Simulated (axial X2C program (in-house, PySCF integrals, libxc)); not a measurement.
**How the levels of FTbF (f9 s0 orbitals) move with the bond length**

Calculated with an axial X2C code built on PySCF integrals: two-component X2C with atomic mean-field Coulomb and Gaunt terms, basis F dyall-av3z, Tb dyall-v3z (cores contracted in-house). Orbitals come from Hartree–Fock averaged over the configuration Tb f9 s0; CI then distributes these electrons over the f, s shells of Tb.

At F–Tb–F held linear, both bonds 2.180 Å:

```json
{"Ω": "15/2", "energy (cm⁻¹)": "0", "g∥": "19.93", "configuration": "100% f9"}
{"Ω": "13/2", "energy (cm⁻¹)": "753", "g∥": "16.70", "configuration": "100% f9"}
{"Ω": "11/2", "energy (cm⁻¹)": "1484", "g∥": "13.63", "configuration": "100% f9"}
{"Ω": "9/2", "energy (cm⁻¹)": "2122", "g∥": "10.90", "configuration": "100% f9"}
{"Ω": "7/2", "energy (cm⁻¹)": "2556", "g∥": "8.64", "configuration": "100% f9"}
{"Ω": "5/2", "energy (cm⁻¹)": "2745", "g∥": "6.44", "configuration": "100% f9"}
{"Ω": "1/2", "energy (cm⁻¹)": "2785", "g∥": "1.35", "configuration": "100% f9"}
{"Ω": "3/2", "energy (cm⁻¹)": "2787", "g∥": "3.99", "configuration": "100% f9"}
{"Ω": "13/2", "energy (cm⁻¹)": "3261", "g∥": "17.20", "configuration": "100% f9"}
{"Ω": "11/2", "energy (cm⁻¹)": "3774", "g∥": "13.65", "configuration": "100% f9"}
{"Ω": "9/2", "energy (cm⁻¹)": "4182", "g∥": "10.52", "configuration": "100% f9"}
{"Ω": "7/2", "energy (cm⁻¹)": "4561", "g∥": "7.70", "configuration": "100% f9"}
{"Ω": "5/2", "energy (cm⁻¹)": "4960", "g∥": "5.43", "configuration": "100% f9"}
{"Ω": "3/2", "energy (cm⁻¹)": "5231", "g∥": "3.51", "configuration": "100% f9"}
```

g∥ is the magnitude of 2⟨Lz + ge Sz⟩ for the +Ω component. The lowest 14 levels at most are listed.

At F–Tb–F held linear, both bonds 2.104 Å:

```
   Ω  energy (cm⁻¹)     g∥  configuration
15/2              0  19.93        100% f9
13/2            808  16.65        100% f9
11/2           1602  13.51        100% f9
 9/2           2308  10.75        100% f9
 7/2           2788   8.58        100% f9
 1/2           2957   1.37        100% f9
 5/2           2965   6.50        100% f9
 3/2           2977   4.05        100% f9
13/2           3356  17.25        100% f9
11/2           3896  13.65        100% f9
 9/2           4312  10.48        100% f9
 7/2           4693   7.58        100% f9
 5/2           5135   5.30        100% f9
 3/2           5434   3.54        100% f9
```

The lowest level lies 566 cm⁻¹ above the lowest at the first distance.

(1) How does the gap from the lowest to the fifth level change between the two distances?

There is no dynamic correlation: spin–orbit spacings and, for f shells, spacings inside one term are the most reliable numbers, splittings between terms come out too wide, and energies between configurations are not reliable, so the lowest level need not be the ground state of the molecule. At most 4 roots were kept for each Ω > 0 (twice that for Ω = 0) within 2.2 eV of the lowest, so higher up levels can be missing between those listed; levels with Ω > 0 are doubly degenerate and listed once, Ω = 0 levels singly. States that fill the shells left empty in the average are placed too high. The molecule was held linear; bending was not examined.

Results:

(1) From 2556 to 2788 cm⁻¹, a factor of 1.09.
